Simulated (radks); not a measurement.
I6+, 47 electrons, occupied as [Kr] 4d10 5s1 (the NIST ground configuration).

All-electron calculation, non-relativistic Kohn-Sham, LDA (Slater exchange, Perdew-Wang correlation), spin-unpolarised, spherical densities, point nucleus; relativity is left out, which matters for an element this heavy. Program: a radial shooting solver on a logarithmic mesh with Libxc functionals.

Energy parts (hartree):
| part | energy |
|---|---|
| total | -6906.52637 |
| kinetic | 6903.03988 |
| electron-nucleus | -16272.31239 |
| Hartree | 2631.05710 |
| exchange-correlation | -168.31097 |

Orbitals (lengths in bohr, moments of r in powers of bohr; <r^-3> diverges for s and p1/2):
| orbital | occ. | eigenvalue (hartree) | <r^4> | <1/r> | <r^2> | <r^-3> |
|---|---|---|---|---|---|---|
| 1s | 2 | -1164.587 | 3.068e-06 | 52.43 | 0.001102 | - |
| 2s | 2 | -177.8397 | 0.0005442 | 12.03 | 0.01792 | - |
| 2p | 6 | -167.3741 | 0.0003536 | 12.05 | 0.01344 | 4889 |
| 3s | 2 | -37.99157 | 0.02287 | 4.386 | 0.1230 | - |
| 3p | 6 | -33.58036 | 0.02185 | 4.315 | 0.1175 | 915.9 |
| 3d | 10 | -25.35104 | 0.01769 | 4.186 | 0.09869 | 149.0 |
| 4s | 2 | -8.81930 | 0.6495 | 1.801 | 0.6656 | - |
| 4p | 6 | -7.27089 | 0.8043 | 1.702 | 0.7297 | 181.6 |
| 4d | 10 | -4.61541 | 1.441 | 1.472 | 0.9357 | 22.92 |
| 5s | 1 | -2.91864 | 16.13 | 0.7528 | 3.397 | - |

The highest occupied level is 5s at -79.420 eV. For comparison, the ionisation energy in NIST's Atomic Spectra Database is 87.6 eV (semi-empirical). In exact Kohn-Sham theory the highest level is minus the ionisation energy, but local and semilocal functionals leave it too shallow, through self-interaction and a potential that decays too fast; potentials with the right tail come closer. Summed over all electrons, <r^2> = 20.52 bohr^2, which gives a Langevin (diamagnetic) susceptibility term of -16.3 x 10^-6 cm^3/mol. The density falls to 0.001 e/bohr^3 at r = 2.87 bohr. The electron density at the nucleus is 1.048e+05 e/bohr^3. Virial ratio -V/T = 2.00051.

Beside tabulated values, note that spin-unpolarised runs miss the spin-polarisation part of the exchange energy of open shells.
